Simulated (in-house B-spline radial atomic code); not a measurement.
Computed with a B-spline radial atomic code. Model: two electrons, singlet ground state, non-relativistic, full CI in B-splines with partial waves to l = 8 (at full coupling up to 3e-4 hartree above the limit, correlation up to 0.6 % small), density held at that of full coupling by Lieb maximisation.

W(λ) is the mean repulsion in the state of coupling λ less the Hartree energy of the fixed density. Its start is exact exchange, its initial slope is twice the second-order Görling-Levy correlation energy, and its area from 0 to 1 is E_xc. A straight curve means weak, dynamic correlation, and a curve that drops fast and flattens means strong correlation.

Command:
```bash
python run_ac.py task.json out
```
Settings (lengths in bohr, energies in hartree):
```
potential              yukawa
strength               3.75
lmax                   8
second                 0.987
```

Run time, properties included: 21 s on 1 thread of Intel(R) Xeon(R) Processor @ 2.30GHz (shared host).

**W = mean repulsion less Hartree energy, and W of three functionals.**

Given: confinement screened point charge; nuclear charge 3.75; screening of the nucleus 0.987 1/bohr; external potential -Z exp(-k r)/r.

Computed: LDA exchange minus exact 273.32 millihartree; PBE exchange minus exact 23.726 millihartree.

```json
{"coupling": "0", "W xc (hartree)": "-1.9779", "W xc minus exchange (millihartree)": "0", "kinetic minus Kohn-Sham (millihartree)": "0", "LDA (PW92) W minus its exchange (millihartree)": "0", "PBE W minus its exchange (millihartree)": "0", "SCAN W minus its exchange (millihartree)": "0"}
{"coupling": "0.02", "W xc (hartree)": "-1.9798", "W xc minus exchange (millihartree)": "-1.918", "kinetic minus Kohn-Sham (millihartree)": "0", "LDA (PW92) W minus its exchange (millihartree)": "-13.44", "PBE W minus its exchange (millihartree)": "-1.77", "SCAN W minus its exchange (millihartree)": "-1.83"}
{"coupling": "0.05", "W xc (hartree)": "?", "W xc minus exchange (millihartree)": "?", "kinetic minus Kohn-Sham (millihartree)": "?", "LDA (PW92) W minus its exchange (millihartree)": "?", "PBE W minus its exchange (millihartree)": "?", "SCAN W minus its exchange (millihartree)": "?"}
{"coupling": "0.12", "W xc (hartree)": "-1.9893", "W xc minus exchange (millihartree)": "-11.37", "kinetic minus Kohn-Sham (millihartree)": "0.7", "LDA (PW92) W minus its exchange (millihartree)": "-55.09", "PBE W minus its exchange (millihartree)": "-10.77", "SCAN W minus its exchange (millihartree)": "-10.69"}
{"coupling": "0.25", "W xc (hartree)": "-2.0013", "W xc minus exchange (millihartree)": "-23.336", "kinetic minus Kohn-Sham (millihartree)": "2.9", "LDA (PW92) W minus its exchange (millihartree)": "-94.23", "PBE W minus its exchange (millihartree)": "-22.5", "SCAN W minus its exchange (millihartree)": "-21.73"}
{"coupling": "0.4", "W xc (hartree)": "-2.0146", "W xc minus exchange (millihartree)": "-36.709", "kinetic minus Kohn-Sham (millihartree)": "7.2", "LDA (PW92) W minus its exchange (millihartree)": "-130.77", "PBE W minus its exchange (millihartree)": "-35.87", "SCAN W minus its exchange (millihartree)": "-33.91"}
{"coupling": "0.6", "W xc (hartree)": "-2.0318", "W xc minus exchange (millihartree)": "-53.854", "kinetic minus Kohn-Sham (millihartree)": "15.8", "LDA (PW92) W minus its exchange (millihartree)": "-171.48", "PBE W minus its exchange (millihartree)": "-53.25", "SCAN W minus its exchange (millihartree)": "-49.38"}
{"coupling": "0.8", "W xc (hartree)": "-2.0482", "W xc minus exchange (millihartree)": "-70.26", "kinetic minus Kohn-Sham (millihartree)": "27.3", "LDA (PW92) W minus its exchange (millihartree)": "-206.36", "PBE W minus its exchange (millihartree)": "-70.05", "SCAN W minus its exchange (millihartree)": "-64.07"}
{"coupling": "1", "W xc (hartree)": "-2.0639", "W xc minus exchange (millihartree)": "-85.97", "kinetic minus Kohn-Sham (millihartree)": "41.4", "LDA (PW92) W minus its exchange (millihartree)": "-237.15", "PBE W minus its exchange (millihartree)": "-86.26", "SCAN W minus its exchange (millihartree)": "-78.07"}
{"coupling": "1.4", "W xc (hartree)": "-2.0934", "W xc minus exchange (millihartree)": "-115.47", "kinetic minus Kohn-Sham (millihartree)": "76.7", "LDA (PW92) W minus its exchange (millihartree)": "-290.17", "PBE W minus its exchange (millihartree)": "-116.89", "SCAN W minus its exchange (millihartree)": "-104.26"}
{"coupling": "2", "W xc (hartree)": "-2.1334", "W xc minus exchange (millihartree)": "-155.45", "kinetic minus Kohn-Sham (millihartree)": "144.4", "LDA (PW92) W minus its exchange (millihartree)": "-355.26", "PBE W minus its exchange (millihartree)": "-158.72", "SCAN W minus its exchange (millihartree)": "-139.72"}
{"coupling": "3", "W xc (hartree)": "-2.1905", "W xc minus exchange (millihartree)": "-212.62", "kinetic minus Kohn-Sham (millihartree)": "286.5", "LDA (PW92) W minus its exchange (millihartree)": "-440.09", "PBE W minus its exchange (millihartree)": "-219.14", "SCAN W minus its exchange (millihartree)": "-190.72"}
{"coupling": "4.5", "W xc (hartree)": "-2.2593", "W xc minus exchange (millihartree)": "-281.37", "kinetic minus Kohn-Sham (millihartree)": "542.1", "LDA (PW92) W minus its exchange (millihartree)": "-535.02", "PBE W minus its exchange (millihartree)": "-293.14", "SCAN W minus its exchange (millihartree)": "-253.2"}
{"coupling": "7", "W xc (hartree)": "?", "W xc minus exchange (millihartree)": "?", "kinetic minus Kohn-Sham (millihartree)": "?", "LDA (PW92) W minus its exchange (millihartree)": "?", "PBE W minus its exchange (millihartree)": "?", "SCAN W minus its exchange (millihartree)": "?"}
{"coupling": "10", "W xc (hartree)": "-2.4128", "W xc minus exchange (millihartree)": "-434.86", "kinetic minus Kohn-Sham (millihartree)": "1603.2", "LDA (PW92) W minus its exchange (millihartree)": "-739.55", "PBE W minus its exchange (millihartree)": "-468.41", "SCAN W minus its exchange (millihartree)": "-400.61"}
```

**Question.** What belongs in the row 0.05?

**Answer.** W xc (hartree): -1.9827; W xc minus exchange (millihartree): -4.776; kinetic minus Kohn-Sham (millihartree): 0.1; LDA (PW92) W minus its exchange (millihartree): -28.07; PBE W minus its exchange (millihartree): -4.46; SCAN W minus its exchange (millihartree): -4.53.

**Question.** What belongs in the row 7?

**Answer.** W xc (hartree): -2.3432; W xc minus exchange (millihartree): -365.27; kinetic minus Kohn-Sham (millihartree): 1018.1; LDA (PW92) W minus its exchange (millihartree): -646.61; PBE W minus its exchange (millihartree): -386.62; SCAN W minus its exchange (millihartree): -332.14.

**Question.** What is the SCAN exchange minus exact?

**Answer.** -9.1971 millihartree.

**Energy parts, natural occupations and partial-wave weights.**

Computed: total energy -5.8666 hartree; exchange energy -1.9779 hartree; correlation energy -0.044582 hartree; kinetic part of the DFT correlation energy 0.041388 hartree; initial slope twice GL2 -0.09613 hartree; kinetic part over minus potential part 0.48143; Hartree energy 3.9558 hartree.

```tsv
natural	occupation of the shell (electrons)
s	1.9951
p	?
s	0.0022399
d	0.00011814
p	9.3544e-05
s	4.8766e-05
```

**Question.** What belongs in the row p?

**Answer.** occupation of the shell (electrons): 0.0023635.

```tsv
wave	weight
s	0.99869
p	?
d	6.6839e-05
f	9.653e-06
g	2.2656e-06
```

**Question.** What belongs in the row p?

**Answer.** weight: 0.0012335.

**Question.** What is the Lieb Oxford ratio E_xc over LDA exchange?

**Answer.** 1.1865.

**Question.** What is the Kohn-Sham kinetic?

**Answer.** 10.607 hartree.

Half-way to full coupling W has made 53 % of its drop, against 50 % for a straight line, and second-order (GL2) theory, half the initial slope, overshoots the correlation energy by about 8 %: correlation is weak here. Over couplings 0 to 1 the errors in E_xc come to about +175 millihartree for LDA, +24 millihartree for PBE, -5.5 millihartree for SCAN, so SCAN is nearest. In LDA and SCAN the errors of exchange and correlation have opposite signs, so the sum is smaller than the larger of the two.
